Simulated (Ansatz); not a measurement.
`[F][GeH2][O][GeH3]` + `CO[SiH2]S` → `CO[SiH2][S][GeH3]` + `[OH][GeH2][F]`  (ligand exchange at a Ge–O bond)

Computed with Ansatz on PBE0-D4/def2-TZVP structures; ΔE is electronic, products minus reactants. CBS: MP2 limit from def2 TZ/QZ plus the TZ coupled-cluster correction, frozen cores. This one scheme is used for every species. For Ge outer-core shells are correlated without core-valence functions, which leaves a few kJ/mol of doubt a bond. Scalar relativity is left out up to krypton. Each species was taken in one conformer, which may not be the lowest.

```
             species  MP2/CBS(def2) energy (Eh)
`[F][GeH2][O][GeH3]`                -4330.21295
         `CO[SiH2]S`                 -803.66702
 `CO[SiH2][S][GeH3]`                -2880.98290
     `[OH][GeH2][F]`                -2252.90668
```

(1) Work out ΔE.

Largest T1 diagnostic among the species: 0.012.

Results:

(1) ΔE = (-2880.98290) + (-2252.90668) − (-4330.21295) − (-803.66702) = -0.00961 Eh = -6.0 kcal/mol. CCSD(T)/CBS gives -5.0 kcal/mol.

In def2-TZVPP, CCSD(T) changes the Hartree–Fock value by −3.3 kcal/mol (the triples alone add −0.6 kcal/mol) and MP2 by −4.3 kcal/mol. The D4 term adds −1.5 kcal/mol with B3LYP and −0.8 kcal/mol with PBE0; it sums over pairs of atoms, weighted by their polarisabilities, and B3LYP, whose exchange is more repulsive, gets the larger term.

B3LYP here is the variant with VWN-RPA as its local correlation; programs differ in this.
